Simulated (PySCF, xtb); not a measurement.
AlClHI, SMILES [AlH]([Cl])[I].

Harmonic wavenumbers (cm⁻¹) from GFN2-xTB (xtb) at its own minimum, in rising order: 103, 384, 442, 589, 645, 1909.

Task: What does B3LYP-D3(BJ)/def2-TZVP in PySCF give at its own minimum? (Estimate from the structure and the level; the computed values follow.)

Result: 119, 338, 430, 537, 642, 2005. Paired by order, the mean absolute difference is 37 cm⁻¹ and the zero-point energies are 5.8 and 5.8 kcal/mol.
